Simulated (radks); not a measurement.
Results of a calculation; reference values are marked as such.
How relativity changes the ionisation of the cerium ion Ce2+ ([Xe] 4f2) to Ce3+ ([Xe] 4f1). Spin-unpolarised spherical Kohn-Sham, PBEsol, point nucleus unless stated (finite: rms radius 4.8771 fm), a radial shooting solver on a logarithmic mesh with Libxc functionals. A level marked "c x" has the speed of light scaled by that factor and shares open shells by 2j + 1; other Dirac levels either fill j = l - 1/2 first or share by 2j + 1.

| level | E(Ce2+) (hartree) | E(Ce3+) (hartree) | IE (eV) | HOMO | <r> HOMO (bohr) |
|---|---|---|---|---|---|
| non-rel. | -8565.6955 | -8564.8297 | 23.562 | 4f | 1.125 |
| scalar-rel. | -8856.5216 | -8855.7647 | 20.595 | 4f | 1.218 |
| scalar-rel., finite nucleus | -8856.1034 | -8855.3465 | 20.596 | 4f | 1.218 |
| Dirac, 2j+1 shares | -8861.2428 | -8860.4879 | 20.543 | 4f7/2 | 1.226 |
| Dirac, low j first | -8861.2550 | -8860.4951 | 20.678 | 4f5/2 | 1.212 |
| Dirac, 2j+1 shares, finite nucleus | -8860.8228 | -8860.0678 | 20.543 | 4f7/2 | 1.226 |
| Dirac, c x 0.75 | -9135.4605 | -9134.7870 | 18.326 | 4f7/2 | 1.338 |
| Dirac, c x 1.25 | -8748.5180 | -8747.7238 | 21.611 | 4f7/2 | 1.186 |
| Dirac, c x 100 | -8565.7225 | -8564.8567 | 23.561 | 4f7/2 | 1.125 |

NIST Atomic Spectra Database: 20.197 eV (semi-empirical). The relativistic part of the total energy of Ce2+ is -295.1 hartree (Dirac, 2j+1 shares, finite nucleus), 3.4 % of the non-relativistic value. Spin polarisation and multiplet splitting of open shells are left out at every level.

Beside tabulated values, note that relativity, absent from the non-relativistic runs, is large for the heavy elements, and spin-unpolarised runs miss the spin-polarisation part of the exchange energy of open shells.
